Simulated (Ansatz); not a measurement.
Total energies of `[NH2][Sc]([Cl])[Cl]`.

Cartesian coordinates in Å:
```
N -0.830 0.393 0.628
Sc 0.617 -0.292 -0.468
Cl 0.260 -2.333 -1.468
Cl 2.495 1.028 -0.618
H -1.717 -0.067 0.794
H -0.826 1.271 1.132
```

The species carries charge 0 and has multiplicity 1. Correlated methods include outer-core shells of Sc, which these sets cover unevenly. Scalar relativity is left out up to krypton. Geometry: relaxed with PBE0-D4/def2-TZVP. It is one conformer, not always the lowest. Basis def2-TZVPP, the Gaussian-basis code of Ansatz.

RPA on PBE orbitals: Hartree–Fock energy of these orbitals -1734.58161 Eh, correlation -1.42833 Eh (frozen core).

```json
{"functional": "LDA (SPW92)", "kind": "LDA", "energy without D4 (Eh)": "-1731.96380", "D4 term (kJ/mol)": "–"}
{"functional": "PBE", "kind": "GGA", "energy without D4 (Eh)": "-1736.66836", "D4 term (kJ/mol)": "-12.7"}
{"functional": "revPBE", "kind": "GGA", "energy without D4 (Eh)": "-1737.04534", "D4 term (kJ/mol)": "-29.2"}
{"functional": "r2SCAN", "kind": "meta-GGA", "energy without D4 (Eh)": "-1737.21104", "D4 term (kJ/mol)": "-3.2"}
{"functional": "PBE0", "kind": "global hybrid, 25 % exact exchange", "energy without D4 (Eh)": "-1736.77292", "D4 term (kJ/mol)": "-11.1"}
{"functional": "B3LYP", "kind": "global hybrid, 20 %", "energy without D4 (Eh)": "-1737.38136", "D4 term (kJ/mol)": "-20.6"}
{"functional": "r2SCANh", "kind": "meta-GGA hybrid, 10 %", "energy without D4 (Eh)": "-1737.19722", "D4 term (kJ/mol)": "-3.5"}
{"functional": "r2SCAN0", "kind": "meta-GGA hybrid, 25 %", "energy without D4 (Eh)": "-1737.17847", "D4 term (kJ/mol)": "-3.9"}
{"functional": "HSE06 (plane-wave form)", "kind": "screened hybrid", "energy without D4 (Eh)": "-1736.74640", "D4 term (kJ/mol)": "-10.6"}
{"functional": "BHLYP", "kind": "global hybrid, 50 %", "energy without D4 (Eh)": "-1737.28592", "D4 term (kJ/mol)": "-18.9"}
{"functional": "CAM-B3LYP", "kind": "range-separated hybrid", "energy without D4 (Eh)": "-1737.36406", "D4 term (kJ/mol)": "-11.7"}
{"functional": "LC-ωPBE", "kind": "long-range corrected hybrid", "energy without D4 (Eh)": "-1736.87173", "D4 term (kJ/mol)": "–"}
{"functional": "ωB97M-V", "kind": "range-separated hybrid meta-GGA with VV10", "energy without D4 (Eh)": "-1737.21724", "D4 term (kJ/mol)": "–"}
{"functional": "B2PLYP", "kind": "double hybrid", "energy without D4 (Eh)": "-1736.87111", "D4 term (kJ/mol)": "–"}
```

**Question.** Give the same for BLYP, B97M-V, ωB97X-V, PBE-QIDH. (Estimate.)

**Answer.** Computed: 
```tsv
functional	kind	energy without D4 (Eh)	D4 term (kJ/mol)
BLYP	GGA	-1737.32919	-26.1
B97M-V	meta-GGA with VV10	-1736.89150	–
ωB97X-V	range-separated hybrid GGA with VV10	-1737.06558	–
PBE-QIDH	double hybrid	-1736.49101	–
```

B3LYP takes the VWN-RPA correlation (the form of Gaussian; ORCA's B3LYP/G). HSE06 is the plane-wave form, built on full-range PBE exchange. The double hybrids freeze the cores in their second-order part.

LC-ωPBE has ω = 0.4 bohr⁻¹.
